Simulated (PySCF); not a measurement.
Zn(NH2)(SeH) (H₃NSeZn), SMILES [SeH][Zn][NH2].

Coordinates come from a B3LYP-D3(BJ)/def2-SVP optimisation. The structure was generated by enumeration; whether it is a known compound was not checked. The values are those of a single conformer.

Computed with C-PCM-ωB97X/def2-SVP (PySCF).

The values are the electrostatic part of the solvation free energy, E(continuum) − E(gas) at the gas-phase geometry, in a cavity of scaled van der Waals radii (PySCF's table); cavitation and dispersion terms are not included. A continuum can't describe solvent molecules that bind to the metal. In vacuum the orbital gap is 10.35 eV. The dipole moment in vacuum is 2.32 D.

Computed values in water (ε = 78.36), cyclohexanone (ε = 15.62), toluene (ε = 2.37):
| solvent | ε | ΔG(elec) (kcal/mol) | dipole (D) | gap (eV) |
|---|---|---|---|---|
| water | 78.36 | -15.0 | 3.24 | 10.84 |
| cyclohexanone | 15.62 | -14.0 | 3.18 | 10.82 |
| toluene | 2.37 | -8.0 | 2.79 | 10.63 |
